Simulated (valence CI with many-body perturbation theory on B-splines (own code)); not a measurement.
## Which ion has this spectrum?

A relativistic CI+MBPT calculation for an atom or ion with 41 electrons gives these levels (eV):

```
   J  Parity       E     g
 5/2    even   0.000  1.33
 5/2    even  16.636  1.34
 7/2    even  21.523  1.17
 3/2    even  22.077  1.18
11/2    even  22.547  1.11
 9/2    even  24.232  1.14
 5/2    even  25.409  1.14
 1/2    even  26.455  1.80
 7/2    even  27.320  1.08
 3/2    even  33.452  0.79
 5/2    even  37.962  1.29
 7/2    even  41.219  1.22
11/2    even  41.896  1.09
 9/2    even  42.517  1.15
```

The energies are calculated, and their last digits are not significant.

Which is it?
A. Ir36+
B. Hg39+
C. Re34+
D. Au38+

A. Ir36+, ground level (4d3/2^4 4d5/2) J=5/2.
